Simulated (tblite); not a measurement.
Cl2Pb, charge -1, doublet, at a GFN2-xTB geometry (such geometries of metal compounds can be far from the true shape) (a state made from the parent by changing its charge; the spin is typed, not shown lowest); GFN1-xTB with ALPB(water) in tblite 0.6.0.

The tblite input:
```
$ tblite run mol.xyz --method gfn1 --charge -1 --spin 1 --alpb water --json tblite.json --no-restart

# file mol.xyz
3

Pb     0.00704312    -0.01025569     0.42593907
Cl     1.47900338     1.68337558    -1.01206530
Cl    -1.51297608    -1.63390696    -1.04246435
```

Q: Write the output that tblite gives for this input, abridged.

A: 
```
xTB calculator
 | screened Coulomb repulsion
 | Coulomb electrostatics
 |  * isotropic Klopman-Ohno-Mataga-Nishimoto electrostatics
 |  * onsite third-order electrostatics
 | DFT-D3(BJ) dispersion correction
 | Interactions (3)
 | [1] alpb/gbsa reaction field model
 | [2] cds contribution to solvation
 | [3] empirical free energy shift and standard state/solvent correction

halogen bonding energy    0.0000000000000E+00 Eh
repulsion energy          8.8322783807781E-04 Eh
dispersion energy        -1.0142055396056E-03 Eh
interaction energy       -7.0621958747656E-03 Eh
number of electrons       1.9000000000000E+01 e
integral cutoff           2.4921834820047E+01 bohr

------------------------------------------------------------
  cycle        total energy    energy error   density error
------------------------------------------------------------
      1     -10.51136626462  -1.0504173E+01   4.2636806E-01
      2     -10.52120199020  -9.8357256E-03   2.5238632E-01
      3     -10.52598764090  -4.7856507E-03   9.8385640E-02
      4     -10.52847242600  -2.4847851E-03   2.2742723E-02
      5     -10.52860630388  -1.3387788E-04   9.3299218E-03
      6     -10.52862727270  -2.0968814E-05   4.2681970E-04
      7     -10.52862728097  -8.2750518E-09   3.1554863E-04
      8     -10.52862729327  -1.2298086E-08   3.5724045E-05
      9     -10.52862729342  -1.4833113E-10   1.1656027E-05
------------------------------------------------------------

electronic energy        -1.0521434119844E+01 Eh
total energy             -1.0528627293420E+01 Eh

Post processing:
 | Mayer-Wiberg bond orders

[Info] JSON dump of results written to 'tblite.json'
```
